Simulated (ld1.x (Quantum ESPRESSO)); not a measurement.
Configuration tests for Si (ultrasoft)

* Element: Si (Z = 14)
* Generator: ld1.x (Quantum ESPRESSO) 7.5
* Type: ultrasoft
* Functional: BLYP
* Relativity: scalar-relativistic
* Frozen core: [Ne]
* Valence charge: 4
* Reference configuration: 3s2 3p1 (charge +1)
* Partial waves: 3s (bound): rcut 1.15, rcutus 1.45 bohr; 3s channel at 0.9 Ry: rcut 1.15, rcutus 1.45 bohr; 3p (bound): rcut 1.50, rcutus 1.75 bohr; 3p channel at 0.2 Ry: rcut 1.50, rcutus 1.75 bohr; 3d channel at 0.4 Ry: rcut 1.75, rcutus 1.85 bohr
* Local potential: all-electron potential smoothed inside 1.80 bohr (lloc = -1)
* Core correction: a·sin(br)/r model core inside 1.05 bohr
* Augmentation charge: built from norm-conserving waves at rcut, not smoothed further

Energies are relative to the spin-unpolarised reference configuration 3s2 3p1; without spin polarisation the order of configurations can differ from experiment. Not all tests gave a result: 1 of 7 tests not solved or not reliable. Left out of the table: 3s1 3p0 (solver errors, printed error -1.4 eV).

```json
{"valence configuration": "3s2 3p2", "charge": "0", "ΔE all-electron (eV)": "-7.589", "error AE − PS (meV)": "+2.1"}
{"valence configuration": "3s0 3p4", "charge": "0", "ΔE all-electron (eV)": "6.286", "error AE − PS (meV)": "-5.2"}
{"valence configuration": "3s1 3p2", "charge": "+1", "ΔE all-electron (eV)": "7.455", "error AE − PS (meV)": "-2.9"}
{"valence configuration": "3s2 3p1.5", "charge": "+0.5", "ΔE all-electron (eV)": "-4.745", "error AE − PS (meV)": "+0.9"}
{"valence configuration": "3s2 3p2.3", "charge": "-0.3", "ΔE all-electron (eV)": "-8.475", "error AE − PS (meV)": "+2.6"}
```

Problem. What are ΔE and the potential's error for 3s2 3p0?

Solution. ΔE = 15.889 eV all-electron; the error (AE − PS) is +5.7 meV.
